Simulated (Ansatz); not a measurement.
Ideal-gas functions of CHClGeN (`N#[C][GeH][Cl]`) radical at 500 K and 1 bar, from an Ansatz frequency run at PBE0-D4/def2-TZVP.

Molar mass 135.09 g/mol, point group C1 (symmetry number 1), electronic degeneracy 2, moments of inertia 68.619, 222.167, 287.627 u Å². Harmonic wavenumbers (cm⁻¹, unscaled): 103, 242, 323, 433, 483, 587, 673, 2109, 2301.

Use S(trans) = R[1.5 ln M + 2.5 ln T − 1.1517]; rotational temperatures θ = 24.2544 K / I; S(rot) = R[ln(√π/σ · √(T³/θAθBθC)) + 1.5]; for each mode x = 1.438777 ν̃/T, S = R[x/(eˣ − 1) − ln(1 − e⁻ˣ)] and H = RT x/(eˣ − 1); 1 cm⁻¹ = 0.0119627 kJ/mol; R = 8.31446 J/(mol·K).

Q: By hand: the entropy, in J/(mol·K).

A: Translation 180.8. Rotation: θ = 0.3535, 0.1092, 0.0843 K, giving 118.5. Vibration, mode by mode: 18.46, 11.49, 9.22, 7.00, 6.22, 4.88, 4.01, 0.14, 0.08, in all 61.5. Electronic 5.8. Sum 366.6 J/(mol·K).

Q: By hand: H − E and G − E in kJ/mol, counted from the electronic energy.

A: Zero-point energy ½ × 7254 × 0.0119627 = 43.4; thermal vibration 16.0; translation, rotation and pV give 4 RT = 16.6. H − E = 76.0 kJ/mol, and G − E = 76.0 − 500 × 366.6/1000 = -107.3 kJ/mol.

Vibration gives 17 % of the entropy, 18.5 J/(mol·K) of it from the mode under 150 cm⁻¹: soft modes count most, and the harmonic formula is weakest for them. The sum counts one conformer and one mirror image; others add a mixing term.
